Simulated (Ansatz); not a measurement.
Compare A (`[SiH3]OC[SiH2]S`) with its isomer B (`C[Si](O)([SiH3])S`).

Calculated with Ansatz (gas phase, PBE0-D4/def2-TZVP geometries, no zero-point term in ΔE). CCSD(T)/CBS adds triple-zeta CCSD(T) − MP2 to the extrapolated MP2 energy (def2 sets, frozen cores). DFT in def2-TZVPP. B3LYP here is the variant with VWN-RPA as its local correlation; programs differ in this. One conformer a species, not always the lowest.

A:

Z-matrix (Å, degrees):
```
Si
O 1 1.648
H 1 1.481 2 106.3
H 1 1.489 2 110.5 3 -120.1
H 1 1.489 2 110.4 3 120.1
C 2 1.422 1 121.1 3 -179.0
Si 6 1.887 2 107.6 1 178.6
H 6 1.100 2 110.9 1 -61.0
H 6 1.098 2 111.0 1 58.2
S 7 2.132 6 109.8 2 -58.1
H 7 1.485 6 108.7 2 64.4
H 7 1.485 6 110.4 2 -174.9
H 10 1.345 7 92.5 6 51.9
```

B:

```xyz
13

C     1.339    1.289    0.161
Si    0.343   -0.271   -0.059
O     0.750   -1.094   -1.431
Si   -1.962    0.091   -0.220
S     0.780   -1.425    1.702
H     1.231    1.931   -0.717
H     2.401    1.061    0.288
H     1.003    1.845    1.038
H     1.611   -1.517   -1.445
H    -2.329    0.773   -1.491
H    -2.406    0.940    0.919
H    -2.679   -1.211   -0.149
H    -0.082   -2.412    1.405
```

Task: Which is lower in electronic energy at CCSD(T)/CBS, and by how much? (Estimate.)

Result: Ansatz gave: B, by 31.0 kcal/mol.

Task: Give E(B) − E(A) in kcal/mol with B3LYP-D4, B3LYP, CCSD/def2-TZVPP, r2SCAN-D4, HF/def2-TZVPP, B2PLYP, PBE-D4. (Best estimate.)

Result: Computed: B3LYP-D4 -29.8, B3LYP -28.8, CCSD/def2-TZVPP -29.3, r2SCAN-D4 -32.5, HF/def2-TZVPP -24.7, B2PLYP -29.2, PBE-D4 -33.6. None reverses the order clearly.

Largest T1 diagnostic: 0.012.

The D4 term adds −1.0 kcal/mol with B3LYP and −0.5 kcal/mol with PBE0; it sums over pairs of atoms, weighted by their polarisabilities, and B3LYP, whose exchange is more repulsive, gets the larger term. In def2-TZVPP, CCSD(T) changes the Hartree–Fock value by −5.2 kcal/mol (the triples alone add −0.6 kcal/mol) and MP2 by −5.9 kcal/mol.
